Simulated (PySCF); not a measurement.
Ti(Br)4, SMILES [Br][Ti]([Br])([Br])[Br] (PBE0/def2-SVP optimised geometry):

```
5

Ti    -0.769    -1.088     0.000
Br    -1.539    -2.176    -1.885
Br    -1.537    -2.177     1.885
Br     1.539    -1.088     0.000
Br    -1.539     1.088     0.000
```

Method: PySCF with PBE0/def2-TZVP.

Task: What are the frontier orbital energies and the dipole moment?

Result: HOMO-2 -8.76 eV, HOMO-1 -8.76 eV, HOMO -8.76 eV, LUMO -3.70 eV, LUMO+1 -3.70 eV; dipole moment 0.00 D.

On the same geometry PBE/def2-TZVP (PySCF) gives HOMO-2 -7.54 eV, HOMO-1 -7.54 eV, HOMO -7.54 eV, LUMO -4.45 eV, LUMO+1 -4.45 eV; dipole moment 0.00 D.

Meta-Löwdin charges at PBE0/def2-TZVP: Ti1 1.09, Br2 -0.27, Br3 -0.27, Br4 -0.27, Br5 -0.27.
